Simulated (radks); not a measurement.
The numbers below are computed, except where a source is named.
Q: The mean radii <r> (bohr) of the occupied orbitals of an atom or ion are listed with their occupations. Code: a radial shooting solver on a logarithmic mesh with Libxc functionals. Model: scalar-relativistic Kohn-Sham, LDA (Slater exchange, Perdew-Wang correlation), spin-polarised, spherical densities, finite nucleus; Fermi nuclear charge, rms radius of each element as measured or else 0.836 A^(1/3) + 0.57 fm.

orbital  occ.      <r>
1s up       1  0.02276
1s down     1  0.02276
2s up       1  0.09708
2s down     1  0.09708
2p up       3  0.08550
2p down     3  0.08550
3s up       1   0.2553
3s down     1   0.2552
3p up       3   0.2536
3p down     3   0.2534
3d up       5   0.2312
3d down     5   0.2309
4s up       1   0.5798
4s down     1   0.5797
4p up       3   0.6140
4p down     3   0.6139
4d up       5   0.6716
4d down     5   0.6719
5s up       1    1.388
5s down     1    1.408
5p up       3    1.611
5p down     2    1.649
4f up       6   0.9540
6s up       1    3.589
6s down     1    3.697

Name the element and its charge. Open shells, if any, are filled with parallel spins first.

A: Z = 62, samarium, charge +1: Sm+ in [Kr] 4d10 4f6 5s2 5p5 6s2. The 1s radius gives Z: for a bare nucleus <r> = (2 gamma + 1)/(2Z) with gamma = sqrt(1 - (Z/c)^2), 0.02245 bohr for Z = 62, and screening makes it slightly larger (0.02276 here). The occupations add up to 61, and the charge is Z minus that.
